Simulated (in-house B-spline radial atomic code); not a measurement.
Te⁺ is squeezed into an impenetrable sphere of radius R (the orbitals vanish at R). No spin polarisation. Computed with an all-electron radial atomic-structure program (B-spline basis): scalar-relativistic (X2C) PBE, spherical fractional occupations, Fermi nucleus of rms radius 4.7423 fm.

Energies in eV above the free ion in [Kr] 4d10 5s2 5p3:

```json
{"R (bohr)": "8.77", "highest level (eV)": "-13.7", "[Kr] 4d10 5s2 5p3": "0.002703", "[Kr] 4d10 4f1 5s2 5p2": "15.56", "[Kr] 4d9 5s2 5p3 5f1": "61.14"}
{"R (bohr)": "7", "highest level (eV)": "-13.6", "[Kr] 4d10 5s2 5p3": "0.05925", "[Kr] 4d10 4f1 5s2 5p2": "17.05", "[Kr] 4d9 5s2 5p3 5f1": "64.82"}
{"R (bohr)": "5.22", "highest level (eV)": "-12.7", "[Kr] 4d10 5s2 5p3": "1.154", "[Kr] 4d10 4f1 5s2 5p2": "20.98", "[Kr] 4d9 5s2 5p3 5f1": "73.59"}
{"R (bohr)": "4.24", "highest level (eV)": "-10.1", "[Kr] 4d10 5s2 5p3": "5.806", "[Kr] 4d10 4f1 5s2 5p2": "27.98", "[Kr] 4d9 5s2 5p3 5f1": "86.93"}
{"R (bohr)": "3.44", "highest level (eV)": "-3.57", "[Kr] 4d10 5s2 5p3": "22.43", "[Kr] 4d10 4f1 5s2 5p2": "46.08", "[Kr] 4d9 5s2 5p3 5f1": "117.3"}
{"R (bohr)": "3.28", "highest level (eV)": "-1.11", "[Kr] 4d10 5s2 5p3": "29.66", "[Kr] 4d10 4f1 5s2 5p2": "53.27", "[Kr] 4d9 5s2 5p3 5f1": "128.7"}
{"R (bohr)": "2.79", "highest level (eV)": "11.7", "[Kr] 4d10 5s2 5p3": "72.29", "[Kr] 4d10 4f1 5s2 5p2": "93.55", "[Kr] 4d9 5s2 5p3 5f1": "189.9"}
{"R (bohr)": "2.24", "highest level (eV)": "48.2", "[Kr] 4d10 5s2 5p3": "219.8", "[Kr] 4d10 4f1 5s2 5p2": "227.1", "[Kr] 4d9 5s2 5p3 5f1": "377"}
{"R (bohr)": "1.98", "highest level (eV)": "86.2", "[Kr] 4d10 5s2 5p3": "397.5", "[Kr] 4d10 4f1 5s2 5p2": "386.4", "[Kr] 4d9 5s2 5p3 5f1": "587.6"}
{"R (bohr)": "1.23", "highest level (eV)": "525", "[Kr] 4d10 5s2 5p3": "3255", "[Kr] 4d10 4f1 5s2 5p2": "2983", "[Kr] 4d9 5s2 5p3 5f1": "3693"}
```

Task: Does [Kr] 4d10 4f1 5s2 5p2 fall below [Kr] 4d10 5s2 5p3 under compression?

Result: Yes, between R = 2.24 and 1.98 bohr the order changes (near 2.14 bohr by linear interpolation).

Task: Does [Kr] 4d9 5s2 5p3 5f1 fall below [Kr] 4d10 5s2 5p3 under compression?

Result: No, it stays above over the whole range.

The highest level is first positive in the row R = 2.79 bohr, pushed up by confinement above the zero of the free ion's potential. Each configuration is held fixed and needn't be the lowest in the sphere.
